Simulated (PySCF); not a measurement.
# methyl butanoate: calculation and literature

Molfile (atoms numbered from 1):
```
C5H10O2
     RDKit          3D

 17 16  0  0  0  0  0  0  0  0999 V2000
   -2.2831    0.5875    0.2373 C   0  0  0  0  0  0  0  0  0  0  0  0
   -1.6566   -0.7364   -0.1658 C   0  0  0  0  0  0  0  0  0  0  0  0
   -0.3398   -1.0070    0.5401 C   0  0  0  0  0  0  0  0  0  0  0  0
    0.7739   -0.1032    0.0857 C   0  0  0  0  0  0  0  0  0  0  0  0
    0.7901    0.5277   -0.9370 O   0  0  0  0  0  0  0  0  0  0  0  0
    1.7879   -0.1041    0.9629 O   0  0  0  0  0  0  0  0  0  0  0  0
    2.9135    0.6829    0.5903 C   0  0  0  0  0  0  0  0  0  0  0  0
   -2.4759    0.6209    1.3136 H   0  0  0  0  0  0  0  0  0  0  0  0
   -1.6270    1.4226   -0.0165 H   0  0  0  0  0  0  0  0  0  0  0  0
   -3.2341    0.7460   -0.2752 H   0  0  0  0  0  0  0  0  0  0  0  0
   -1.4863   -0.7502   -1.2454 H   0  0  0  0  0  0  0  0  0  0  0  0
   -2.3448   -1.5566    0.0583 H   0  0  0  0  0  0  0  0  0  0  0  0
    0.0014   -2.0312    0.3507 H   0  0  0  0  0  0  0  0  0  0  0  0
   -0.4365   -0.9196    1.6259 H   0  0  0  0  0  0  0  0  0  0  0  0
    2.6309    1.7309    0.4810 H   0  0  0  0  0  0  0  0  0  0  0  0
    3.6374    0.5667    1.3937 H   0  0  0  0  0  0  0  0  0  0  0  0
    3.3322    0.3333   -0.3544 H   0  0  0  0  0  0  0  0  0  0  0  0
  1  2  1  0
  2  3  1  0
  3  4  1  0
  4  5  2  0
  4  6  1  0
  6  7  1  0
  1  8  1  0
  1  9  1  0
  1 10  1  0
  2 11  1  0
  2 12  1  0
  3 13  1  0
  3 14  1  0
  7 15  1  0
  7 16  1  0
  7 17  1  0
M  END
```

The experiment to reproduce: δ ¹³C C3 35.6; C2 18.9; C1 13.8; δ ¹H H13/H14 2.22; H11/H12 1.65; H8/H9/H10 0.98 ppm (measured; solution, not stated per compound (mostly CDCl3 or CCl4); Pretsch, Buehlmann, Badertscher, Structure Determination of Organic Compounds, 4th ed. (2009)).

No solvent model, rapidly exchanging positions averaged, single conformer, non-relativistic. σ from GIAO-B97-2/pcSseg-2; geometry from PBE0-D3(BJ)/def2-TZVP; PySCF 2.14.0 with density-fitted response routines.

Question: How close does the calculation come?

Answer: 
Reference values: measured (solution, not stated per compound (mostly CDCl3 or CCl4); Pretsch, Buehlmann, Badertscher, Structure Determination of Organic Compounds, 4th ed. (2009)).
| atoms | quantity | reference | computed | computed, scaled |
| --- | --- | --- | --- | --- |
| C3 | δ ¹³C | 35.6 | 37.6 | 34.2 |
| C2 | δ ¹³C | 18.9 | 21.4 | 18.5 |
| C1 | δ ¹³C | 13.8 | 15.7 | 13.1 |
| H13/H14 | δ ¹H | 2.22 | 2.31 | 2.31 |
| H11/H12 | δ ¹H | 1.65 | 1.66 | 1.70 |
| H8/H9/H10 | δ ¹H | 0.98 | 0.92 | 1.00 |

Computed shifts are σ(ref) − σ with the named reference compound (TMS for H and C) calculated as an isolated molecule at the same level. The measured values may be among those fitted. Expected solution values come from regression of measured δ (H and C: mostly CDCl3, vs TMS) on computed σ: ¹³C: δ = 176.90 − 0.966σ (rms 2.0 ppm, 686 shifts, 2.1 ppm with the 3 outliers that the fit left out); ¹H: δ = 29.89 − 0.940σ (rms 0.14 ppm, 403 shifts, 0.16 ppm with the 5 outliers that the fit left out). A few per cent of atoms miss by over 2 rms, more outside the fitted compound classes.

Question: How far are the unscaled ¹³C shifts from the references?

Answer: Mean signed difference +2.13 ppm, mean absolute 2.13 ppm over 3 comparisons; the largest is +2.5 ppm at C2 (sp3 CH2).

Question: How far are the unscaled ¹H shifts from the references?

Answer: Mean signed difference +0.01 ppm, mean absolute 0.05 ppm over 3 comparisons; the largest is +0.09 ppm at H13/H14 (hydrogen on an sp3 CH2 α to a carbonyl).
